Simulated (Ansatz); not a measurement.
[In(H2O)6]3+ (InO₆H₁₂³⁺). Charge 3, multiplicity 1. Geometry PBE-D4/def2-SVP.

| atom | x (Å) | y (Å) | z (Å) |
| --- | --- | --- | --- |
| In1 | 0.0006 | -0.0001 | -0.0002 |
| O2 | 1.2113 | -1.8452 | 0.2042 |
| H3 | 1.8190 | -2.2670 | -0.4477 |
| H4 | 1.4653 | -2.2036 | 1.0877 |
| O5 | -1.2475 | 1.8136 | -0.2540 |
| H6 | -0.8748 | 2.7201 | -0.1412 |
| H7 | -2.2263 | 1.9089 | -0.1823 |
| O8 | -0.2615 | -0.1388 | 2.1963 |
| H9 | -1.0403 | -0.5920 | 2.5982 |
| H10 | 0.1196 | 0.4309 | 2.9051 |
| O11 | 0.3311 | 0.1311 | -2.1879 |
| H12 | 0.7018 | -0.5446 | -2.8029 |
| H13 | -0.1680 | 0.7696 | -2.7506 |
| O14 | -1.7421 | -1.3636 | -0.1232 |
| H15 | -1.6321 | -2.3426 | -0.1764 |
| H16 | -2.6592 | -1.1738 | -0.4318 |
| O17 | 1.7074 | 1.4037 | 0.1650 |
| H18 | 2.2572 | 1.6463 | -0.6175 |
| H19 | 2.2385 | 1.6470 | 0.9593 |

In the def2 sets In takes a core potential, while STO-3G treats all electrons; there is no spin–orbit coupling.

(1) Estimate the orbital energies around the gap (eV) in Ansatz with HF/STO-3G, PBE-D4/def2-TZVP, r2SCAN-D4/def2-TZVP, PBE0-D4/def2-TZVP, ωB97M-V/def2-TZVP.

## Answers

(1) 
| orbital | HF/STO-3G | PBE-D4/def2-TZVP | r2SCAN-D4/def2-TZVP | PBE0-D4/def2-TZVP | ωB97M-V/def2-TZVP |
| --- | --- | --- | --- | --- | --- |
| HOMO−13 | -30.29 | -26.80 | -27.27 | -28.65 | -31.12 |
| HOMO−12 | -30.29 | -26.80 | -27.26 | -28.65 | -31.11 |
| HOMO−11 | -30.21 | -26.63 | -27.00 | -28.46 | -31.06 |
| HOMO−10 | -29.45 | -24.92 | -25.36 | -26.76 | -29.25 |
| HOMO−9 | -29.21 | -24.71 | -25.14 | -26.53 | -29.03 |
| HOMO−8 | -29.20 | -24.71 | -25.14 | -26.53 | -29.02 |
| HOMO−7 | -27.07 | -23.54 | -23.99 | -25.32 | -27.72 |
| HOMO−6 | -27.07 | -23.54 | -23.98 | -25.32 | -27.72 |
| HOMO−5 | -26.37 | -21.64 | -22.08 | -23.57 | -26.16 |
| HOMO−4 | -26.37 | -21.64 | -22.08 | -23.57 | -26.16 |
| HOMO−3 | -26.24 | -21.49 | -21.93 | -23.42 | -25.99 |
| HOMO−2 | -26.09 | -21.24 | -21.69 | -23.16 | -25.68 |
| HOMO−1 | -26.03 | -21.24 | -21.69 | -23.15 | -25.68 |
| HOMO | -26.03 | -21.21 | -21.65 | -23.11 | -25.63 |
| LUMO | -6.57 | -16.12 | -15.77 | -15.05 | -12.87 |
| LUMO+1 | -3.10 | -12.65 | -12.01 | -11.69 | -10.14 |
| LUMO+2 | -3.09 | -12.65 | -12.01 | -11.69 | -10.13 |
| LUMO+3 | -2.51 | -12.46 | -11.77 | -11.47 | -9.91 |
| LUMO+4 | 2.14 | -11.88 | -11.03 | -10.82 | -9.11 |
| LUMO+5 | 2.15 | -11.00 | -10.08 | -9.93 | -8.31 |
